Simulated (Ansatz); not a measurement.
**Question.** Name a neutral molecule of Al, F, O and H with ideal-gas entropy at 298 K and 1 bar (rigid rotor, harmonic PBE0-D4/def2-TZVP) between 299 and 315 J/(mol·K) and zero-point energy (PBE0-D4/def2-TZVP) between 35 and 51 kJ/mol (Ansatz, PBE0-D4/def2-TZVP geometry).

**Answer.** `[OH][Al]([F])[F]` (299 J/(mol·K), 49.9 kJ/mol). Other molecules can fit too; these were computed, each in one conformer that needn't be the lowest.
